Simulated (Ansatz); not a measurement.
**Nudged elastic band run: C2H10OSSi2**

Input file:

```yaml
crystal:
  periodic: [false, false, false]
  atoms:
    - { symbol: C, position_ang: [-0.59351, -2.335882, -0.697931] }
    - { symbol: S, position_ang: [-1.769495, -0.871181, -0.590739] }
    - { symbol: Si, position_ang: [-0.322671, 0.775957, -0.089544] }
    - { symbol: C, position_ang: [1.273699, 0.492154, -1.080616] }
    - { symbol: O, position_ang: [-1.104707, 2.259115, -0.518677] }
    - { symbol: Si, position_ang: [0.027688, 0.944874, 2.223854] }
    - { symbol: H, position_ang: [-1.217986, -3.204635, -0.906524] }
    - { symbol: H, position_ang: [-0.075044, -2.486957, 0.250748] }
    - { symbol: H, position_ang: [0.122974, -2.200007, -1.508661] }
    - { symbol: H, position_ang: [1.931441, 1.359732, -0.963452] }
    - { symbol: H, position_ang: [1.806337, -0.393391, -0.71925] }
    - { symbol: H, position_ang: [1.057319, 0.360631, -2.14577] }
    - { symbol: H, position_ang: [-1.501676, 2.397926, -1.392607] }
    - { symbol: H, position_ang: [0.56266, -0.374201, 2.717009] }
    - { symbol: H, position_ang: [1.04245, 2.008863, 2.539757] }
    - { symbol: H, position_ang: [-1.262179, 1.244302, 2.926705] }
basis:
  gaussian: { orbitals: "6-31G" }
hamiltonian:
  xc: pbe0
  dispersion: d4
neb:
  order_check: false
  images: 7
  f_tol: 0.05
  max_iterations: 20
  initial_path: idpp
  final_atoms:
    - { symbol: C, position_ang: [-0.40056279, -2.37006833, -0.67926782] }
    - { symbol: S, position_ang: [-1.69708925, -1.00838322, -0.6011071] }
    - { symbol: Si, position_ang: [-0.39238031, 0.75100973, -0.08983904] }
    - { symbol: C, position_ang: [1.20270337, 0.63029454, -1.11521153] }
    - { symbol: O, position_ang: [-1.31114512, 2.16645114, -0.47364993] }
    - { symbol: Si, position_ang: [-0.01124698, 0.89646934, 2.22028688] }
    - { symbol: H, position_ang: [-0.94864738, -3.29163568, -0.87460276] }
    - { symbol: H, position_ang: [0.12428939, -2.45937934, 0.27372899] }
    - { symbol: H, position_ang: [0.30513427, -2.18618218, -1.49009135] }
    - { symbol: H, position_ang: [1.78544116, 1.54887331, -0.99026913] }
    - { symbol: H, position_ang: [1.81701671, -0.21305622, -0.78335424] }
    - { symbol: H, position_ang: [0.97739426, 0.50183074, -2.17888094] }
    - { symbol: H, position_ang: [-1.72415588, 2.29311739, -1.34236929] }
    - { symbol: H, position_ang: [-1.30828864, 1.07095708, 2.95194744] }
    - { symbol: H, position_ang: [0.63905791, -0.38531327, 2.67218272] }
    - { symbol: H, position_ang: [0.91977929, 2.03231496, 2.54479909] }
```

Launched with:

```bash
$ ansatz run input.yaml --threads 1 --pin off --max-ram 2048MiB --backend cpu --events-out ev --progress --plain --runs-dir out
```

Output, in part (warnings, iteration lines, the closing report on the highest movable image, with atoms numbered from 0):

```
NEB end point (image 0): max|allowed force component| = 1.163e-2 eV/Å (the criterion of neb.relax_end_points is 1.000e-2)
NEB end point (image 8): max|allowed force component| = 1.302e-2 eV/Å (the criterion of neb.relax_end_points is 1.000e-2)
NEB iter   1: max|band force component| = 8.844e-1 eV/Å  barrier→ = 0.1059 eV  barrier← = 0.1057 eV  Δτ_max = 0.1222 Å  (234 SCF iters)
NEB iter   2: max|band force component| = 1.560e-1 eV/Å  barrier→ = 0.0591 eV  barrier← = 0.0588 eV  CI = image 4  Δτ_max = 0.0496 Å  (209 SCF iters)
NEB iter   3: max|band force component| = 8.414e-2 eV/Å  barrier→ = 0.0511 eV  barrier← = 0.0509 eV  CI = image 4  Δτ_max = 0.0291 Å  (218 SCF iters)
NEB iter   4: max|band force component| = 4.200e-2 eV/Å  barrier→ = 0.0507 eV  barrier← = 0.0505 eV  CI = image 4  Δτ_max = 0.0000 Å  (352 SCF iters)
Total energy: -30856.70317061 eV, -1133.9629260955 hartree
Atom 0 at     0.285952    -2.336608    -0.873701 Å, force    -0.010159    -0.006811     0.003652 eV/Å
Atom 1 at    -1.347058    -1.429238    -0.655873 Å, force     0.018770    -0.000812    -0.009163 eV/Å
Atom 2 at    -0.600476     0.593774    -0.017644 Å, force    -0.025263    -0.009532    -0.019420 eV/Å
Atom 3 at     0.918438     1.023529    -1.075368 Å, force    -0.007619    -0.001219    -0.004246 eV/Å
Atom 4 at    -1.918436     1.681841    -0.294744 Å, force     0.022120     0.005440     0.028812 eV/Å
Atom 5 at    -0.178618     0.722756     2.298022 Å, force    -0.006390     0.001625     0.023965 eV/Å
Atom 6 at     0.023691    -3.356462    -1.154772 Å, force     0.005534    -0.002329    -0.002803 eV/Å
Atom 7 at     0.847386    -2.357137     0.062324 Å, force    -0.002185    -0.000565     0.000884 eV/Å
Atom 8 at     0.880128    -1.881252    -1.666440 Å, force     0.000492    -0.001210    -0.000345 eV/Å
Atom 9 at     1.206789     2.063793    -0.892040 Å, force     0.004565     0.002894     0.002206 eV/Å
Atom 10 at     1.767573     0.383098    -0.815711 Å, force     0.003231     0.000852     0.003252 eV/Å
Atom 11 at     0.702169     0.904071    -2.141983 Å, force    -0.000464     0.002445     0.005322 eV/Å
Atom 12 at    -2.380682     1.717753    -1.146849 Å, force     0.002228    -0.004294     0.001875 eV/Å
Atom 13 at    -0.503889    -0.586350     2.959483 Å, force    -0.005199    -0.001841    -0.007150 eV/Å
Atom 14 at     1.277553     1.020255     2.544675 Å, force     0.004669     0.005473    -0.021016 eV/Å
Atom 15 at    -1.003220     1.813478     2.914923 Å, force    -0.004332     0.009883    -0.005825 eV/Å
Dipole moment:     0.584842    -0.001146    -0.295053 e Å
```

The forces met the threshold. A vibrational analysis at the climbing image gives one clearly imaginary mode, 108i cm⁻¹: a first-order saddle point. Limits of this set-up: no polarisation functions.

Final band (atoms are numbered from 1 in the order of the input):

```tsv
image	path coordinate (Å)	energy (kcal/mol)	dihedral S2–Si3–Si6–H16 (°)
0	0.00	0.0	-60
1	0.61	0.2	-76
2	1.22	0.6	-91
3	1.83	1.0	-106
4	2.44	1.2	-122
5	3.05	1.0	-137
6	3.67	0.6	-153
7	4.28	0.2	-168
8	4.90	0.0	177
```

Time of the run: 4.6 min on 1 thread of Arm Neoverse V1, on a shared host, peak memory 0.23 GiB.
